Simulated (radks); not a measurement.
Values are calculated unless marked as measured or tabulated.
Charge is removed step by step from the 2s up level of the beryllium ion Be+, starting from [He] 2s(up 1, down 0). Level of theory: scalar-relativistic Kohn-Sham, PBE, spin-polarised, spherical densities, finite nucleus; Fermi nuclear charge, rms radius 2.519 fm (a radial shooting solver on a logarithmic mesh with Libxc functionals).

removed (e)  E - E(0) (eV)  eigenvalue (eV)
0                    0.000          -14.474
0.25                 3.882          -16.576
0.5                  8.283          -18.615
0.75                13.176          -20.501

The mean slope of the eigenvalue, de/dn, is 8.04 eV per electron.
